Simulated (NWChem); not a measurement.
MgCl, doublet; SMILES [Cl][Mg]

Computed with NWChem. Spin-unrestricted. Structure relaxed at the PBE0-D3(BJ)/def2-TZVP, spin-unrestricted level. The spin multiplicity was typed, not searched, and may not be the lowest. No stability test was run on the SCF state.

For level B3PW91/def2-SVP:

| Quantity | Result |
|---|---|
| highest occupied level (eV) | -5.63 |
| lowest empty minus highest occupied level, either spin (eV) | 2.82 |
| dipole (D) | 3.18 |

Task: What are these values for level RPBE/def2-SVP?

Result: 
| Item | Value |
|---|---|
| highest occupied level (eV) | -4.86 |
| lowest empty minus highest occupied level, either spin (eV) | 1.08 |
| dipole (D) | 2.84 |
